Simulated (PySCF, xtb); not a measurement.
In(Cl)(Br)(vinyl) (C2H3BrClIn), SMILES C=[CH][In]([Cl])[Br]. The values are those of a single conformer.

Harmonic wavenumbers (cm⁻¹) from GFN2-xTB (xtb) at its own minimum, in rising order: 46, 56, 73, 100, 216, 235, 300, 422, 431, 890, 927, 989, 1139, 1368, 1642, 3011, 3022, 3036.

Task: What does B3LYP-D3(BJ)/def2-SVP (PySCF 2.14.0) give at its own minimum? (An estimate is asked for; the answer gives what the named calculation found.)

Result: 56, 58, 85, 120, 242, 268, 362, 459, 514, 985, 996, 1023, 1231, 1409, 1644, 3105, 3162, 3199. Paired by order, the mean absolute difference is 56 cm⁻¹ and the zero-point energies are 25.6 and 27.0 kcal/mol.
